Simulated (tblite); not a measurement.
Species: C₅H₆BrSe (doublet state).
Geometry (GFN2-xTB, Å), atoms numbered from 1 in this order:
```
atom  x, y, z in Å
C1    -1.666   -0.454    0.347
C2    -0.319    0.113    0.038
C3    -0.076    1.408   -0.180
Br4   -1.383    2.774   -0.123
Se5    1.737    1.856   -0.547
C6     2.047    0.032   -0.521
C7     0.884   -0.775   -0.049
H8    -1.585   -1.502    0.623
H9    -2.134    0.094    1.165
H10   -2.322   -0.369   -0.519
H11    3.055   -0.332   -0.442
H12    0.688   -1.606   -0.741
H13    1.071   -1.239    0.931
```

All values are computed: GFN2-xTB (tblite) harmonic vibrations without scaling, gas phase. Errors from tens to a few hundred cm⁻¹ against measured bands are possible. Open shells enter through the occupations alone, without spin polarisation, and single modes of such species can be off by tens of per cent. The optimisation stopped once no atom felt more than 0.01 eV/Å.

Lowest wavenumbers of the output (negative numbers stand for imaginary wavenumbers):
```
mode    cm-1
  1     -76.8
  2     116.6
  3     139.6
  4     162.2
  5     216.5
  6     246.7
  7     329.7
  8     386.2
```

Is this structure a minimum?

No. 1 mode is imaginary beyond 20i (77i cm⁻¹), so at this level the point lies at or near a first-order saddle.

Which atoms move in the imaginary mode?

77i: H10 (hydrogen on carbon) 38 %, H9 (hydrogen on carbon) 32 %, H8 (hydrogen on carbon) 28 %. These are shares of the mass-weighted motion.

What is the remedy?

Step along that mode in both directions, optimise again with tighter thresholds and repeat the frequencies. The zero-point energy of this point (56.4 kcal/mol) counts the 32 real modes alone, and thermal corrections from it aren't those of a minimum.
